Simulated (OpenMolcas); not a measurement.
**V IV: the spin-orbit constant, worked from levels**

| Property | Result |
| --- | --- |
| Program | OpenMolcas 26.06 |
| Basis | ANO-RCC-VQZP [7s6p4d3f2g1h] |
| Scalar Hamiltonian | DKH2, point nucleus |
| Active space | 2 electrons in 10 orbitals (3d 4d) |
| State averaging | 2S+1 = 3 even, 10 roots; 2S+1 = 1 even, 15 roots |
| Spin-orbit coupling | state interaction with AMFI integrals over the reference wave functions, term energies averaged over their components |

Methods: CASSCF; SS-CASPT2, IPEA 0.25 Eh, imaginary shift 0.1 Eh (closed shells correlated: 3s 3p). Measured levels: Sugar and Corliss, J. Phys. Chem. Ref. Data 7, 1191 (1978).

**The spin-orbit constant.** For the Hund term 3F of d2, E(J) = (A/2) J(J+1) + constant and ζ = 2S·A = 2A. From J = 2 to J = 4 the energy changes by 7 A.

| Source | E(4) - E(2) | A | ζ |
| --- | --- | --- | --- |
| CASSCF | 741.8 | 106.0 | 212 |
| SS-CASPT2 | 743.8 | 106.3 | 213 |
| measured | 734.7 | 105.0 | 210 |

All in cm-1. SS-CASPT2 is off by +1.2 % and CASSCF by +1.0 %. Both methods take the spin-orbit matrix elements from the reference wave functions, so the second can move ζ only through the term energies and any multistate remixing. Second-order mixing with other terms is absorbed into this ζ.

CASPT2 breaks the degeneracy within a term, and the mean is taken; among the terms shown or strongly mixed into the levels shown the widest spread is 500 cm-1 (3d2 3F, SS-CASPT2). Active for correlation alone: 4d; no level in the range computed is led by a configuration that fills it, so any true level of that kind is missing. Without dynamic correlation excited terms often stand tens of per cent too high (terms of higher spin than the ground term too low), and those without a measured partner can miss by more than the paired ones (holds for CASSCF). Computed and measured levels are paired by configuration, term and J; levels that our copy of the source lacks, or whose pairing is in doubt (as where it misses far off the trend of its configuration), stay unpaired and out of the deviations. Levels of configurations outside the active space are missing.
